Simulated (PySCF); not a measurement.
PySCF input for CH5Si, SMILES [CH2][SiH3], multiplicity 2, ωB97X-D3(BJ)/def2-TZVP. 

```python
import numpy as np
from pyscf import gto, scf, dft
from pyscf.geomopt import geometric_solver

mol = gto.M(
    atom='''
    C     1.25850737   -0.14786674    0.00929939
    Si   -0.57203487    0.06915227   -0.00551490
    H     1.94819643    0.67725823   -0.00667827
    H     1.72326944   -1.11802171    0.04809785
    H    -1.15289928   -0.36673864    1.27334855
    H    -0.89244616    1.47959490   -0.22707713
    H    -1.16867643   -0.75302413   -1.06627880
    ''',
    basis='def2-TZVP',
    charge=0,
    spin=1,
    max_memory=1600,
    verbose=3,
)
mf = dft.UKS(mol, xc='wb97x-d3bj').density_fit(auxbasis='def2-universal-jkfit')
mf.grids.level = 3
mf.conv_tol = 1e-9
mf.max_cycle = 100
mf.kernel()
fine, coarse = mf.grids, dft.Grids(mol).set(level=1).build(with_non0tab=True)
for _ in range(3):  # follow internal instabilities
    mf.grids = coarse
    mo, _, stable, _ = mf.stability(return_status=True, nroots=4)
    mf.grids = fine
    if stable:
        break
    mf.kernel(mf.make_rdm1(mo, mf.mo_occ))
grad = mf.nuc_grad_method()
grad.grid_response = mol.nao <= 150
conv, mol_eq = geometric_solver.kernel(grad, convergence_set='GAU_TIGHT', maxsteps=100)
print(mol_eq.tostring(format='xyz'))
mf.reset(mol_eq)
mf.kernel()
```

Log of the run:

```

WARN: HOMO -0.18880561137961 >= LUMO -0.18880561137961

converged SCF energy = -330.610255819976  <S^2> = 0.75339676  2S+1 = 2.0033939
<class 'pyscf.df.df_jk.DFUKS'> wavefunction is stable in the internal stability analysis
[banner and settings of the optimiser left out]
Geometry optimization cycle 1
Cartesian coordinates (Angstrom)
 Atom        New coordinates             dX        dY        dZ
   C   1.258507  -0.147867   0.009299    0.000000  0.000000  0.000000
  Si  -0.572035   0.069152  -0.005515    0.000000 -0.000000  0.000000
   H   1.948196   0.677258  -0.006678    0.000000  0.000000  0.000000
   H   1.723269  -1.118022   0.048098    0.000000  0.000000  0.000000
   H  -1.152899  -0.366739   1.273349    0.000000  0.000000  0.000000
   H  -0.892446   1.479595  -0.227077    0.000000 -0.000000  0.000000
   H  -1.168676  -0.753024  -1.066279    0.000000  0.000000  0.000000

WARN: Mole.unit (angstrom) is changed to Bohr

converged SCF energy = -330.610255819979  <S^2> = 0.75339662  2S+1 = 2.0033937
--------------- DFUKS_Scanner gradients ---------------
         x                y                z
0 C     0.0057730466    -0.0004260031     0.0001244448
1 Si    -0.0080878567     0.0021731586    -0.0005553092
2 H    -0.0040393957    -0.0055190359     0.0000830840
3 H    -0.0026613450     0.0062107564    -0.0002523511
4 H     0.0030566110     0.0014614315    -0.0053730814
5 H     0.0026288576    -0.0070777790     0.0011849380
6 H     0.0033300841     0.0031774658     0.0047882752
----------------------------------------------
cycle 1: E = -330.61025582  dE = -330.61  norm(grad) = 0.0184213
Step    0 : Gradient = 6.963e-03/8.393e-03 (rms/max) Energy = -330.6102558200
Hessian Eigenvalues: 2.30000e-02 2.65470e-02 5.00000e-02 ... 2.29744e-01 3.64286e-01 3.65402e-01

Geometry optimization cycle 2
Cartesian coordinates (Angstrom)
 Atom        New coordinates             dX        dY        dZ
   C   1.265525  -0.151345   0.009489    0.007017 -0.003478  0.000189
  Si  -0.567005   0.067549  -0.005278    0.005030 -0.001604  0.000237
   H   1.955946   0.686025  -0.006256    0.007750  0.008767  0.000422
   H   1.735611  -1.129818   0.048766    0.012342 -0.011796  0.000668
   H  -1.162758  -0.369060   1.287630   -0.009859 -0.002322  0.014282
   H  -0.902582   1.496368  -0.230139   -0.010136  0.016774 -0.003062
   H  -1.180820  -0.759365  -1.079016   -0.012144 -0.006341 -0.012737
converged SCF energy = -330.610762231039  <S^2> = 0.75347318  2S+1 = 2.0034702
--------------- DFUKS_Scanner gradients ---------------
         x                y                z
0 C     0.0004726984    -0.0002024169     0.0000343796
1 Si    -0.0008446193     0.0004262147    -0.0000517295
2 H    -0.0000000376     0.0002544542    -0.0000350840
3 H     0.0001583282    -0.0002887389     0.0000065994
4 H     0.0000178152    -0.0002916032     0.0003808694
5 H     0.0001464334     0.0005462370    -0.0000509788
6 H     0.0000493941    -0.0004441513    -0.0002840554
----------------------------------------------
cycle 2: E = -330.610762231  dE = -0.000506411  norm(grad) = 0.00147343
Step    1 : Displace = 1.497e-02/1.984e-02 (rms/max) Trust = 1.000e-01 (=) Grad = 5.569e-04/9.475e-04 (rms/max) E (change) = -330.6107622310 (-5.064e-04) Quality = 0.941
Hessian Eigenvalues: 2.29995e-02 2.65460e-02 5.00000e-02 ... 2.32446e-01 3.64823e-01 3.68487e-01

Geometry optimization cycle 3
Cartesian coordinates (Angstrom)
 Atom        New coordinates             dX        dY        dZ
   C   1.265723  -0.150180   0.009397    0.000198  0.001165 -0.000092
  Si  -0.565613   0.066711  -0.005223    0.001392 -0.000837  0.000055
   H   1.958633   0.684899  -0.005871    0.002686 -0.001126  0.000385
   H   1.734489  -1.128873   0.048688   -0.001122  0.000945 -0.000078
   H  -1.163062  -0.367990   1.286420   -0.000304  0.001070 -0.001210
   H  -0.904606   1.493510  -0.230040   -0.002024 -0.002859  0.000099
   H  -1.181648  -0.757722  -1.078174   -0.000828  0.001643  0.000842
converged SCF energy = -330.610768794445  <S^2> = 0.75347007  2S+1 = 2.0034671
--------------- DFUKS_Scanner gradients ---------------
         x                y                z
0 C     0.0000323997     0.0000086716     0.0000229382
1 Si    -0.0003128088     0.0000474529    -0.0000255347
2 H     0.0001229189     0.0000264355    -0.0000225078
3 H     0.0000280862     0.0000091814    -0.0000009427
4 H     0.0000061292    -0.0000647151     0.0000352900
5 H     0.0001074883     0.0000592523     0.0000100079
6 H     0.0000157662    -0.0000862663    -0.0000192488
----------------------------------------------
cycle 3: E = -330.610768794  dE = -6.56341e-06  norm(grad) = 0.000385084
Step    2 : Displace = 2.201e-03/3.514e-03 (rms/max) Trust = 1.414e-01 (+) Grad = 1.455e-04/3.174e-04 (rms/max) E (change) = -330.6107687944 (-6.563e-06) Quality = 1.142
Hessian Eigenvalues: 2.29431e-02 2.64788e-02 4.99993e-02 ... 2.22781e-01 3.63431e-01 3.69203e-01

Geometry optimization cycle 4
Cartesian coordinates (Angstrom)
[...]
   H  -1.138924  -0.216942   1.340070   -0.000053 -0.000081 -0.000039
   H  -0.898995   1.478417  -0.346164    0.000012  0.000022  0.000091
   H  -1.202757  -0.841682  -0.979778    0.000014  0.000031 -0.000064
converged SCF energy = -330.610786603661  <S^2> = 0.75347375  2S+1 = 2.0034707
--------------- DFUKS_Scanner gradients ---------------
         x                y                z
0 C     0.0000003996     0.0000000818     0.0000000978
1 Si    -0.0000001920     0.0000002410     0.0000002061
2 H    -0.0000003039     0.0000002059    -0.0000006349
3 H    -0.0000001710    -0.0000002647     0.0000002816
4 H     0.0000003535    -0.0000002106    -0.0000000086
5 H    -0.0000000731    -0.0000002396    -0.0000000203
6 H    -0.0000000596     0.0000001870     0.0000000729
----------------------------------------------
cycle 21: E = -330.610786604  dE = -3.31795e-10  norm(grad) = 1.14288e-06
Step   20 : Displace = 1.067e-04/1.773e-04 (rms/max) Trust = 1.265e-03 (+) Grad = 4.320e-07/7.334e-07 (rms/max) E (change) = -330.6107866037 (-3.318e-10) Quality = 1.184
Hessian Eigenvalues: 5.65542e-04 8.62955e-03 4.53755e-02 ... 2.67823e-01 3.64121e-01 3.79408e-01

Geometry optimization cycle 22
Cartesian coordinates (Angstrom)
 Atom        New coordinates             dX        dY        dZ
   C   1.265254  -0.163985  -0.007776   -0.000002 -0.000015 -0.000008
  Si  -0.562985   0.073889  -0.001717    0.000001  0.000005 -0.000001
   H   1.958915   0.629252   0.252797    0.000005 -0.000113  0.000280
   H   1.729943  -1.118940  -0.232254    0.000009  0.000057 -0.000290
   H  -1.138929  -0.216769   1.340107   -0.000004  0.000174  0.000037
   H  -0.898980   1.478402  -0.346281    0.000015 -0.000015 -0.000117
   H  -1.202769  -0.841776  -0.979678   -0.000012 -0.000094  0.000100
converged SCF energy = -330.610786603541  <S^2> = 0.75347377  2S+1 = 2.0034708
--------------- DFUKS_Scanner gradients ---------------
         x                y                z
0 C    -0.0000019969     0.0000001003    -0.0000012137
1 Si     0.0000007731    -0.0000010157    -0.0000006809
2 H     0.0000016348    -0.0000002793     0.0000002552
3 H     0.0000009827     0.0000007470     0.0000000558
4 H    -0.0000010977     0.0000003162     0.0000007065
5 H     0.0000000528     0.0000011866     0.0000009397
6 H    -0.0000003328    -0.0000010536    -0.0000000609
----------------------------------------------
cycle 22: E = -330.610786604  dE = 1.20053e-10  norm(grad) = 4.15077e-06
Step   21 : Displace = 1.851e-04/3.075e-04 (rms/max) Trust = 1.789e-03 (+) Grad = 1.569e-06/2.339e-06 (rms/max) E (change) = -330.6107866035 (+1.201e-10) Quality = -0.367
Hessian Eigenvalues: 7.21971e-04 8.66838e-03 4.57893e-02 ... 2.75066e-01 3.64585e-01 3.81446e-01

Geometry optimization cycle 23
Cartesian coordinates (Angstrom)
 Atom        New coordinates             dX        dY        dZ
   C   1.265255  -0.163984  -0.007765    0.000001  0.000001  0.000011
  Si  -0.562984   0.073891  -0.001719    0.000001  0.000002 -0.000001
   H   1.958909   0.629282   0.252734   -0.000006  0.000030 -0.000063
   H   1.729935  -1.118960  -0.232174   -0.000008 -0.000020  0.000079
   H  -1.138920  -0.216812   1.340096    0.000008 -0.000044 -0.000011
   H  -0.898984   1.478403  -0.346267   -0.000004  0.000001  0.000014
   H  -1.202764  -0.841745  -0.979707    0.000005  0.000031 -0.000029
converged SCF energy = -330.610786603625  <S^2> = 0.75347375  2S+1 = 2.0034707
--------------- DFUKS_Scanner gradients ---------------
         x                y                z
0 C     0.0000000078     0.0000000002    -0.0000000600
1 Si     0.0000001437     0.0000000572    -0.0000000454
2 H     0.0000000395     0.0000002572    -0.0000010003
3 H    -0.0000000489    -0.0000001553     0.0000007366
4 H     0.0000000562    -0.0000001870     0.0000001079
5 H    -0.0000000869     0.0000000289     0.0000002323
6 H    -0.0000000848    -0.0000000068     0.0000000278
----------------------------------------------
cycle 23: E = -330.610786604  dE = -8.41283e-11  norm(grad) = 1.33684e-06
Step   22 : Displace = 4.724e-05/7.811e-05 (rms/max) Trust = 9.253e-05 (-) Grad = 5.053e-07/1.034e-06 (rms/max) E (change) = -330.6107866036 (-8.413e-11) Quality = 0.764
Hessian Eigenvalues: 2.71193e-03 8.53554e-03 4.20904e-02 ... 2.60395e-01 3.63561e-01 3.77902e-01

Geometry optimization cycle 24
Cartesian coordinates (Angstrom)
 Atom        New coordinates             dX        dY        dZ
   C   1.265255  -0.163994  -0.007754   -0.000000 -0.000010  0.000012
  Si  -0.562982   0.073898  -0.001720    0.000002  0.000007 -0.000002
   H   1.958899   0.629247   0.252839   -0.000009 -0.000034  0.000105
   H   1.729924  -1.118951  -0.232264   -0.000011  0.000009 -0.000089
   H  -1.138901  -0.216756   1.340109    0.000019  0.000057  0.000013
   H  -0.898984   1.478391  -0.346335    0.000001 -0.000012 -0.000068
   H  -1.202767  -0.841762  -0.979679   -0.000003 -0.000017  0.000029
converged SCF energy = -330.610786603513  <S^2> = 0.75347374  2S+1 = 2.0034707
--------------- DFUKS_Scanner gradients ---------------
         x                y                z
0 C     0.0000022369    -0.0000000237     0.0000011397
1 Si    -0.0000007667     0.0000009913     0.0000006362
2 H    -0.0000018459     0.0000000079     0.0000009035
3 H    -0.0000009890    -0.0000003655    -0.0000017793
4 H     0.0000013462    -0.0000003669    -0.0000004697
5 H    -0.0000001613    -0.0000012481    -0.0000007964
6 H     0.0000001743     0.0000010051     0.0000003675
----------------------------------------------
cycle 24: E = -330.610786604  dE = 1.12095e-10  norm(grad) = 4.72666e-06
Step   23 : Displace = 6.480e-05/1.074e-04 (rms/max) Trust = 1.309e-04 (+) Grad = 1.787e-06/2.511e-06 (rms/max) E (change) = -330.6107866035 (+1.121e-10) Quality = -0.580
Hessian Eigenvalues: 5.87145e-03 8.59916e-03 4.24551e-02 ... 2.66078e-01 3.64109e-01 3.79002e-01

Geometry optimization cycle 25
Cartesian coordinates (Angstrom)
 Atom        New coordinates             dX        dY        dZ
   C   1.265254  -0.163990  -0.007759   -0.000001  0.000005 -0.000005
  Si  -0.562984   0.073893  -0.001723   -0.000002 -0.000005 -0.000003
   H   1.958908   0.629259   0.252794    0.000009  0.000012 -0.000045
   H   1.729935  -1.118953  -0.232216    0.000011 -0.000002  0.000048
   H  -1.138929  -0.216775   1.340096   -0.000027 -0.000019 -0.000013
   H  -0.898977   1.478401  -0.346300    0.000007  0.000009  0.000035
   H  -1.202762  -0.841761  -0.979695    0.000005  0.000001 -0.000017
converged SCF energy = -330.610786603648  <S^2> = 0.75347376  2S+1 = 2.0034707
--------------- DFUKS_Scanner gradients ---------------
         x                y                z
0 C    -0.0000003027     0.0000000642    -0.0000002970
1 Si     0.0000000829    -0.0000001202     0.0000000390
2 H     0.0000002407     0.0000001029    -0.0000004064
3 H     0.0000001596    -0.0000000013     0.0000002257
4 H    -0.0000001116    -0.0000000589     0.0000001464
5 H    -0.0000000123     0.0000001381     0.0000002744
6 H    -0.0000000663    -0.0000001300     0.0000000172
----------------------------------------------
cycle 25: E = -330.610786604  dE = -1.34662e-10  norm(grad) = 8.18737e-07
Step   24 : Displace = 3.286e-05/5.303e-05 (rms/max) Trust = 3.240e-05 (-) Grad = 3.095e-07/4.834e-07 (rms/max) E (change) = -330.6107866036 (-1.347e-10) Quality = 0.570
Hessian Eigenvalues: 5.87145e-03 8.59916e-03 4.24551e-02 ... 2.66078e-01 3.64109e-01 3.79002e-01
Converged! =D

7
XYZ from PySCF
C           1.26525439       -0.16398961       -0.00775889
Si         -0.56298446        0.07389311       -0.00172292
H           1.95890806        0.62925866        0.25279372
H           1.72993479       -1.11895333       -0.23221567
H          -1.13892855       -0.21677504        1.34009613
H          -0.89897698        1.47840069       -0.34630027
H          -1.20276183       -0.84176114       -0.97969538
converged SCF energy = -330.610786603644  <S^2> = 0.75347366  2S+1 = 2.0034707
```

The calculation finished and met its thresholds.

Cost: around 4 core-minutes (rough).
